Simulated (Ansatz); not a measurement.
Ga₂H₄F₂⁺, that is (H2Ga-mu-F)2 with one electron fewer, relaxed as a doublet with UKS PBE0-D4/def2-SVP in Ansatz, starting from the PBE0-D4/def2-SVP geometry of the neutral singlet. Force threshold 0.02 eV/Å.

The relaxation made no stability test and no search for a lower SCF solution.

Start:

```xyz
8

Ga   -0.9152    0.9926    0.6574
H    -0.4142    1.4157    2.0665
H    -2.1387    1.3551   -0.2297
F     0.6400    0.9264   -0.5081
Ga    0.9152   -0.9926   -0.6574
H     0.4191   -1.4194   -2.0671
H     2.1367   -1.3514    0.2341
F    -0.6428   -0.9265    0.5042
```

```tsv
step	energy (eV)	largest force component (eV/Å)	SCF passes
1	-110210.3492	0.834	17
2	-110210.4828	0.328	18
3	-110210.5034	0.054	20
4	-110210.5055	0.012	19
5	-110210.5082	0.155	22
6	-110210.5140	0.252	22
7	-110210.5315	0.449	23
8	-110210.5896	0.851	27
9	-110210.8844	0.822	35
10	-110210.9700	1.302	23
11	-110211.0438	0.268	19
12	-110211.0490	0.053	19
13	-110211.0493	0.017	14
```

Force components are those of the run's own axes.

End:

```xyz
8

Ga   -0.7655    0.8296    0.5485
H    -0.8911    1.6849    1.9550
H    -2.1717    1.6386    0.2474
F     0.6843    0.8701   -0.5379
Ga    1.0928   -1.1852   -0.7848
H     0.4288   -1.4670   -2.1421
H     2.2137   -1.3987    0.2451
F    -0.5912   -0.9724    0.4687
```

By distances, no bond broke or formed. The bond that changes most is F4–Ga5, from 1.94 to 2.11 Å (atoms count from 1). A close non-bonded pair moves further: H2–H3, from 2.87 to 2.13 Å.

The force fell under the threshold at step 4, but the optimiser went on and released 0.544 eV more. No frequencies were taken in this run, so the end may be a saddle point.

Hardware: 4 threads of Arm Neoverse V2 on a shared host. Wall time 30 s.
